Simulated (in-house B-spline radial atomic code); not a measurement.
Atomic self-consistent-field run: In3+ (an excited or competing configuration). Computed with a B-spline radial code for spherical atoms: scalar-relativistic (X2C) M06-2X, spin-polarised, spherical fractional occupations, Fermi nucleus of rms radius 4.6156 fm.

In the input, 3d5,1 would mean five up and one down electron.

Command:
```bash
python run_scf.py task.json out
```
Settings (nuclear radius in fm, mass in u):
```
Z                49
configuration    1s2 2s2 2p6 3s2 3p6 3d4,5 4s2 4p6 4d10 5f1,0
hamiltonian      x2c
method           m062x
spin_polarised   True
nucleus          fermi
rms_radius       4.6156
atomic_mass      114.90388
speed_of_light   137.035999084
```

Output (hartree, bohr):
```
 radial grid: 84 intervals, B-splines of order 8, outer radius 66.6 bohr

 iter        energy (Eh)    residual
    1       -5861.559209    1.71e-01
    2       -5861.563322    1.05e-02
    3       -5861.568828    9.49e-03
    4       -5861.572322    7.81e-03
    5       -5861.574421    6.96e-03
    6       -5861.575871    6.23e-03
    7       -5861.576989    5.36e-03
    8       -5861.577757    4.19e-03
    9       -5861.578205    2.93e-03
   10       -5861.578454    1.91e-03
   11       -5861.578629    1.32e-03
   12       -5861.578789    1.01e-03
   13       -5861.578943    8.54e-04
   14       -5861.579092    7.17e-04
   15       -5861.579229    8.19e-04
   60       -5861.581205    5.52e-06
   61       -5861.581205    5.21e-06
   62       -5861.581205    3.37e-06
   63       -5861.581205    9.45e-07
   64       -5861.581205    1.93e-06
   65       -5861.581205    4.91e-06
   66       -5861.581205    4.85e-06
   67       -5861.581205    2.50e-06
   68       -5861.581205    1.84e-06
   69       -5861.581205    1.05e-06
   70       -5861.581205    7.93e-07
   71       -5861.581205    9.29e-07
   72       -5861.581205    1.13e-06
   73       -5861.581205    1.02e-06
   74       -5861.581205    2.98e-07

 total energy                     -5861.58120
 kinetic                            6160.8964
 electron-nucleus                 -14133.0609
 Hartree                            2269.1817
 exact exchange                      -83.6151
 exchange-correlation                -74.9833

 orbital      occ     eigenvalue          <r>       <r^2>       <1/r>       r_max
 1s up      1.000     -1027.8978    0.0291562   0.0011604     54.1094     0.01853
 1s down    1.000     -1027.8990    0.0291564  0.00116042     54.1092     0.01853
 2s up      1.000      -157.8257     0.128092   0.0194028      12.246      0.1086
 2s down    1.000      -157.9243     0.128126   0.0194136     12.2422      0.1086
 2p up      3.000      -142.1384     0.111859   0.0152924     11.4361     0.08649
 2p down    3.000      -142.2392     0.111915   0.0153095     11.4314     0.08653
 3s up      1.000       -32.3453     0.346238     0.13714     4.30855      0.3147
 3s down    1.000       -32.4893     0.346073    0.137011     4.31205      0.3146
 3p up      3.000       -27.1487      0.34361    0.137065     4.04491      0.3071
 3p down    3.000       -27.3197     0.343328    0.136843     4.05002       0.307
 3d up      4.000       -18.8585      0.31971    0.121155     3.79836      0.2553
 3d down    5.000       -19.2597     0.318688    0.120309     3.80821      0.2549
 4s up      1.000        -6.5375     0.834571    0.787971     1.67945      0.7586
 4s down    1.000        -6.5545     0.833064    0.785228     1.68395      0.7575
 4p up      3.000        -4.9172      0.89771     0.91982     1.51947      0.7988
 4p down    3.000        -4.9312     0.895826     0.91608     1.52365      0.7973
 4d up      5.000        -2.4792      1.07637     1.35773     1.22904      0.8899
 4d down    5.000        -2.4929      1.07404     1.35422     1.23226      0.8861
 5f up      1.000        -0.3046      7.09113     61.3304    0.226129       9.111
```

Run time, properties included: 10 s on 1 thread of Arm Neoverse V1, with other jobs on the host.

States collapsed into the nucleus by a negative tau potential were left out of the aufbau.

Caution: exact exchange at fractional occupations of open shells leaves self-interaction of up to several eV.

One-electron X2C: radii and densities carry no picture-change correction, so inner-shell <1/r> comes out high (for 1s by about 2 % at Z = 33, 5 % at 54, 10 % at 75, 30 % at 118) and <r> low.
